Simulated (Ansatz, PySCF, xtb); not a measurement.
The molecule NiTe, closed-shell singlet (lowest of 2S+1 = 1, 3, 5 at CCSD(T)/def2-TZVPP on PBE0 minima; our sources give no spin for the ground state, which may be another). No spin–orbit coupling. Ni is treated without relativity. The T1 diagnostic near the minimum is 0.137, so single-reference values are doubtful.

Constants: fifth-degree fit in 1/R to seven points, most abundant isotopes. Runs in def2 and cc sets follow the lowest solution found near the PBE0 minimum. The singlet is held restricted.

Programs: Ansatz (a first-principles code); PySCF for LANL2DZ rows; xtb for the GFN methods. Values without a source in brackets are computed. In def2 rows elements past Kr take small-core potentials, without spin–orbit coupling.

```
level                 r_e (Å)  ω_e (cm⁻¹)  ω_e x_e (cm⁻¹)  α_e (cm⁻¹)  dipole (D)
--------------------  -------  ----------  --------------  ----------  ----------
GFN1-xTB                2.185         376             1.9     0.00051           -
GFN2-xTB                2.303         261             1.7     0.00059           -
SVWN5/def2-TZVPP        2.233         329            0.90     0.00031        2.03
PBE/def2-TZVPP          2.283         305            0.85     0.00031        2.28
r2SCAN/def2-TZVPP       2.261         317            0.84     0.00030        2.82
B97M-V/def2-TZVPP       2.284         304            0.81     0.00030        2.70
B3LYP/LANL2DZ           2.315         299            0.83     0.00028        3.19
B3LYP/def2-TZVPP        2.281         308            0.81     0.00030        2.91
PBE0/def2-TZVPP         2.260         320            0.80     0.00029        3.28
BHLYP/def2-TZVPP        2.263         326            0.71     0.00026        4.16
CAM-B3LYP/def2-TZVPP    2.245         333            0.79     0.00028        3.21
wB97X-V/def2-TZVPP      2.235         343            0.76     0.00027        3.53
wB97M-V/def2-TZVPP      2.239         341            0.76     0.00027        3.45
B2PLYP/def2-TZVPP       2.317         253             1.8     0.00051           -
```

Correlated levels freeze the inner cores; with def2 sets outer-core shells near the valence are correlated too. Rows in LANL2DZ carry no dispersion term and start afresh at each structure. LANL2DZ brings its own core potentials from Na on.

Doubts at one or more of the structures used: a restricted determinant that unrestricted orbitals would lower (B2PLYP/def2-TZVPP).
